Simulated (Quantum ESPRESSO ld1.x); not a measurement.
In19+, configuration [Ar] 3d10 4s1 5d1 (not the ground configuration). Calculated with ld1.x of Quantum ESPRESSO 7.5: Dirac Kohn-Sham, PBEsol, spin-unpolarised, spherical densities, point nucleus; open shells are shared between the two j in proportion to 2j + 1.

Normalised radial functions P(r) = r R(r) (large component), r in bohr:

| r | 3s1/2 | 3p3/2 | 3d5/2 |
|---|---|---|---|
| 0.003865 | 0.3607 | 0.0202 | 0.0002 |
| 0.005033 | 0.4329 | 0.0330 | 0.0004 |
| 0.006553 | 0.5086 | 0.0534 | 0.0009 |
| 0.008533 | 0.5802 | 0.0855 | 0.0019 |
| 0.0112 | 0.6360 | 0.1367 | 0.0042 |
| 0.01458 | 0.6523 | 0.2113 | 0.0087 |
| 0.01899 | 0.6047 | 0.3184 | 0.0179 |
| 0.02473 | 0.4632 | 0.4636 | 0.0360 |
| 0.0322 | 0.2045 | 0.6449 | 0.0705 |
| 0.04193 | -0.1696 | 0.8432 | 0.1337 |
| 0.05503 | -0.6184 | 1.0143 | 0.2479 |
| 0.07166 | -0.9833 | 1.0611 | 0.4286 |
| 0.09331 | -1.0829 | 0.8804 | 0.6954 |
| 0.1215 | -0.7377 | 0.3899 | 1.0427 |
| 0.1582 | 0.0716 | -0.3807 | 1.4196 |
| 0.206 | 1.0807 | -1.2210 | 1.7190 |
| 0.2704 | 1.8211 | -1.7971 | 1.8046 |
| 0.3521 | 1.8703 | -1.8063 | 1.5884 |
| 0.4585 | 1.3315 | -1.3227 | 1.1327 |
| 0.597 | 0.6474 | -0.6874 | 0.6199 |
| 0.7774 | 0.2012 | -0.2369 | 0.2412 |
| 1.02 | 0.0336 | -0.0459 | 0.0571 |
| 1.329 | 0.0029 | -0.0048 | 0.0078 |
| 1.73 | 0.0001 | -0.0002 | 0.0005 |
| 2.253 | 0.0000 | 0.0000 | 0.0000 |
| 2.933 | 0.0000 | 0.0000 | 0.0000 |
| 3.82 | 0.0000 | 0.0000 | 0.0000 |

3s1/2: eigenvalue -1301.7 eV, 2 radial nodes at r = 0.0375, 0.155 bohr, <r> = 0.344 bohr, 90 % of the charge inside 0.505 bohr. 3p3/2: eigenvalue -1150.6 eV, 1 radial node at r = 0.140 bohr, <r> = 0.345 bohr, 90 % of the charge inside 0.516 bohr. 3d5/2: eigenvalue -946.34 eV, 0 radial nodes, <r> = 0.317 bohr, 90 % of the charge inside 0.497 bohr.
